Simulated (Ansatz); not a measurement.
Reaction (ligand exchange at a Ga–I bond): `[GaH2][I]` + `O[SiH3]` → `[SiH3][O][GaH2]` + HI

Computed with Ansatz on PBE0-D4/def2-TZVP structures; ΔE is electronic, products minus reactants. CBS: MP2 limit from def2 TZ/QZ plus the TZ coupled-cluster correction, frozen cores. Elements past krypton have def2 core potentials. For Ga, I outer-core shells are correlated without core-valence functions, which leaves a few kJ/mol of doubt a bond. Scalar relativity is left out up to krypton.

```json
{"species": "`[GaH2][I]`", "CCSD(T)/CBS(def2) energy (Eh)": "-2222.61527"}
{"species": "`O[SiH3]`", "CCSD(T)/CBS(def2) energy (Eh)": "-366.69042"}
{"species": "`[SiH3][O][GaH2]`", "CCSD(T)/CBS(def2) energy (Eh)": "-2291.24790"}
{"species": "HI", "CCSD(T)/CBS(def2) energy (Eh)": "-298.03592"}
```

Problem. Work out ΔE.

Solution. ΔE = (-2291.24790) + (-298.03592) − (-2222.61527) − (-366.69042) = 0.02187 Eh = +57.4 kJ/mol.

Problem. What do rigid-rotor, harmonic-oscillator terms from PBE0-D4/def2-TZVP frequencies (298.15 K, 1 bar) make of the CCSD(T)/CBS value? (Estimate.)

Solution. The calculation gave: ΔZPE = -11.2 kJ/mol, ΔH = +48.2 kJ/mol, ΔS = -4 J/(mol·K), ΔG = +49.4 kJ/mol.

Largest T1 diagnostic among the species: 0.014.

At CCSD(T), def2-SVP lies −15.9 kJ/mol from the extrapolated value and def2-TZVPP −8.0 kJ/mol. From r2SCAN to r2SCAN0 (25 % exact exchange), in def2-TZVPP and without D4, ΔE moves by +5.0 kJ/mol.
